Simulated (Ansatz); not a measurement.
Cartesian coordinates (Å):
```xyz
11

C      1.9244    -0.7047     0.1376
Si     0.9782     0.7007     0.1314
N     -0.7028     0.7951    -0.0193
C     -1.6058    -0.3246    -0.1711
H      2.9997    -0.6060     0.2293
H      1.5465    -1.7152     0.0527
H      1.5260     2.0664     0.2598
H     -1.1467     1.6973     0.0231
H     -2.2746    -0.4308     0.6893
H     -1.0300    -1.2474    -0.2574
H     -2.2150    -0.2308    -1.0755
```
Charge +1, spin multiplicity 2.

Calculation: Ansatz (a program for electronic structure) with frozen-core CCSD(T)/def2-TZVPP // PBE0-D3(BJ)/def2-TZVP. The geometry is that of the parent before the electron was removed.

```
Item                           Result
----------------------  -------------
HF energy               -422.98911 Ha
MP2 correlation energy    -0.62360 Ha
```

Q: Estimate the CCSD correlation energy, the (T) correction, the total energy and the T1 diagnostic.

A: 
```json
{
  "CCSD correlation energy": "-0.67093 Ha",
  "(T) correction": "-0.02601 Ha",
  "CCSD(T) total energy": "-423.68606 Ha",
  "T1 diagnostic": "0.019"
}
```
